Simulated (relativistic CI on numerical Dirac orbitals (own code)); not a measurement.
# Ligand-field terms of d6

Computed with a parametric ligand-field model of a d^n configuration (Racah B and C, spin-orbit zeta, crystal field), exact diagonalisation.

Field parameters in Wybourne normalisation: Oh B⁴₀ = 21Dq, B⁴₄ = √(5/14) B⁴₀. The field is a parameter set, without covalency.

Ground term and bands for B = 990, C = 3930, ζ = 0 cm⁻¹, Oh, 10Dq = 30690 cm⁻¹?

Ground term 1A1 with 0.04 electrons in the two orbitals of the cubic e set. Spin-allowed: 1T1 28152 cm⁻¹ (355 nm), 1T2 41067 cm⁻¹ (244 nm), 1T2 58205 cm⁻¹ (172 nm), 1E 58374 cm⁻¹ (171 nm). Lowest spin-forbidden: 3T1 19652 cm⁻¹ (509 nm), 3T2 26044 cm⁻¹ (384 nm), 5T2 27115 cm⁻¹ (369 nm).

Ground term and bands for B = 990, C = 3930, ζ = 0 cm⁻¹, Oh, 10Dq = 4950 cm⁻¹?

Ground term 5T2 with 2.00 electrons in the two orbitals of the cubic e set. Spin-allowed: 5E 4950 cm⁻¹ (2020 nm). Lowest spin-forbidden: 3T1 16690 cm⁻¹ (599 nm), 3T2 18874 cm⁻¹ (530 nm), 3T1 20669 cm⁻¹ (484 nm).

Ground term and bands for B = 990, C = 3930, ζ = 0 cm⁻¹, Oh, 10Dq = 36630 cm⁻¹?

Ground term 1A1 with 0.03 electrons in the two orbitals of the cubic e set. Spin-allowed: 1T1 33966 cm⁻¹ (294 nm), 1T2 47378 cm⁻¹ (211 nm), 1T2 69753 cm⁻¹ (143 nm), 1E 70053 cm⁻¹ (143 nm). Lowest spin-forbidden: 3T1 25526 cm⁻¹ (392 nm), 3T2 32176 cm⁻¹ (311 nm), 5T2 38783 cm⁻¹ (258 nm).

Ground term and bands for B = 990, C = 3930, ζ = 0 cm⁻¹, Oh, 10Dq = 18810 cm⁻¹?

Ground term 1A1 with 0.07 electrons in the two orbitals of the cubic e set. Spin-allowed: 1T1 16628 cm⁻¹ (601 nm), 1T2 27563 cm⁻¹ (363 nm), 1E 35192 cm⁻¹ (284 nm), 1T2 35671 cm⁻¹ (280 nm). Lowest spin-forbidden: 5T2 3972 cm⁻¹ (2518 nm), 3T1 7957 cm⁻¹ (1257 nm), 3T2 13434 cm⁻¹ (744 nm).

Ground term and bands for B = 990, C = 3930, ζ = 0 cm⁻¹, Oh, 10Dq = 34650 cm⁻¹?

Ground term 1A1 with 0.03 electrons in the two orbitals of the cubic e set. Spin-allowed: 1T1 32025 cm⁻¹ (312 nm), 1T2 45292 cm⁻¹ (221 nm), 1T2 65893 cm⁻¹ (152 nm), 1E 66155 cm⁻¹ (151 nm). Lowest spin-forbidden: 3T1 23567 cm⁻¹ (424 nm), 3T2 30140 cm⁻¹ (332 nm), 5T2 34889 cm⁻¹ (287 nm).
